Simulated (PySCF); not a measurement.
This PySCF input asks for the NMR shieldings of `C=CN([SiH3])N(C)C1CC1`, C₆H₁₄N₂Si; the geometry comes from GFN2-xTB.

```python
import basis_set_exchange as bse
import numpy as np
from pyscf import gto, dft
from pyscf.prop import nmr

atoms = """
C     2.663784    1.089019   -1.166825
C     1.511076    1.094621   -0.511200
N     0.889939    0.004643    0.063998
Si    1.560533   -1.600299    0.036950
N    -0.365042    0.334785    0.633301
C    -0.366816    0.238296    2.077395
C    -1.458241   -0.360179    0.025873
C    -1.801146   -0.001145   -1.386509
C    -2.693380    0.440291   -0.268086
H     3.236442    0.192579   -1.321547
H     3.066778    1.999994   -1.568750
H     0.954431    2.012981   -0.373356
H     2.871754   -1.583090    0.686657
H     0.641752   -2.439766    0.804629
H     1.646407   -2.091011   -1.340475
H    -1.293137    0.677598    2.445239
H     0.477414    0.807183    2.463470
H    -0.294562   -0.795971    2.440976
H    -1.592794   -1.400265    0.328447
H    -1.188795    0.744565   -1.868262
H    -2.138728   -0.786778   -2.044547
H    -3.654897   -0.035386   -0.149230
H    -2.677527    1.484321    0.001931
"""
names = dict.fromkeys(["C", "N", "Si", "H"], "pcSseg-1")
basis = {el: gto.basis.parse(bse.get_basis(n, elements=[el], fmt="nwchem")) for el, n in names.items()}
mol = gto.M(atom=atoms, basis=basis, charge=0, verbose=0)
mf = dft.RKS(mol, xc="PBE0")
mf.grids.level = 2
mf.grids.alignment = dft.numint.BLKSIZE   # the property module wants whole blocks of grid points
mf.conv_tol = 1e-9
mf.kernel()

calc = nmr.RKS(mf)   # GIAO
C = mf.mo_coeff
Co = C[:, mf.mo_occ > 0]
resp = mf.gen_response(singlet=True, hermi=2)
def vind(x):   # induced exchange potential for any number of trial vectors
    d = np.einsum("pi,xij,qj->xpq", C, 2 * x.reshape(-1, C.shape[1], Co.shape[1]), Co, optimize=True)
    return np.einsum("xpq,pi,qj->xij", resp(d - d.transpose(0, 2, 1)), C, Co, optimize=True).ravel()
mo1, _ = nmr.rhf.solve_mo1(calc, with_cphf=vind)
sigma = calc.kernel(mo1)
for i, s in enumerate(sigma):   # ppm
    w = np.linalg.eigvalsh((s + s.T) / 2)
    print("%2d %-2s iso %8.1f  s11 %8.1f  s22 %8.1f  s33 %8.1f" % (i, mol.atom_pure_symbol(i), w.mean(), *w))
```

Q: What are the results?

A: 
```
 0 C  iso    105.4  s11     24.0  s22    121.2  s33    170.8
 1 C  iso     30.5  s11    -71.2  s22     57.0  s33    105.7
 2 N  iso    136.4  s11     87.0  s22    142.3  s33    180.1
 3 Si iso    427.1  s11    379.0  s22    434.1  s33    468.0
 4 N  iso    147.7  s11     93.2  s22    119.1  s33    230.9
 5 C  iso    141.4  s11    115.5  s22    124.0  s33    184.6
 6 C  iso    146.6  s11    107.1  s22    122.6  s33    210.0
 7 C  iso    178.8  s11    149.2  s22    176.5  s33    210.8
 8 C  iso    174.3  s11    142.9  s22    173.7  s33    206.4
 9 H  iso     27.9  s11     25.3  s22     25.4  s33     33.1
10 H  iso     27.9  s11     25.6  s22     25.8  s33     32.3
11 H  iso     25.2  s11     22.6  s22     23.2  s33     29.8
12 H  iso     27.3  s11     23.9  s22     24.8  s33     33.1
13 H  iso     26.9  s11     23.1  s22     27.5  s33     30.1
14 H  iso     27.3  s11     23.6  s22     25.5  s33     32.7
15 H  iso     29.0  s11     24.0  s22     27.3  s33     35.7
16 H  iso     29.0  s11     25.0  s22     26.8  s33     35.4
17 H  iso     29.0  s11     24.9  s22     27.9  s33     34.2
18 H  iso     29.7  s11     23.5  s22     29.4  s33     36.0
19 H  iso     31.0  s11     25.6  s22     28.9  s33     38.4
20 H  iso     31.3  s11     26.2  s22     26.2  s33     41.5
21 H  iso     31.2  s11     25.4  s22     26.6  s33     41.5
22 H  iso     31.2  s11     25.7  s22     28.8  s33     39.0
```

These numbers come from an equivalent density-fitted implementation of the same equations, which agrees with the script to about 0.01 ppm for H and up to a few tenths of a ppm for heavy atoms, so last digits may differ.

Q: Turn these shieldings into chemical shifts. Scale: $^{13}$C (σref 186.93) and $^{29}$Si (σref 349.16) and $^{1}$H (σref 31.72) against TMS; $^{15}$N (σref 267.73) against NH3 (reference shieldings calculated alike).

A: Averaging equivalent atoms: C 1: 156.4; C 0: 81.6; C 5: 45.6; C 6: 40.4; C 7/8: 10.3; N 2: 131.3; N 4: 120.0; Si 3: -77.9; H 11: 6.52; H 12/13/14: 4.56; H 10: 3.83; H 9: 3.77; H 15/16/17: 2.72; H 18: 2.06; H 19/22: 0.64; H 20/21: 0.49 ppm. Experimental scales use liquid or dissolved standards, which lie at an offset from isolated NH3 (liquid NH3: subtract about 20 ppm).

Size and cost of the density-fitted run: 230 basis functions, 110 s wall time on 1 thread of an Arm Neoverse N1, shared host; peak memory 1.1 GiB.
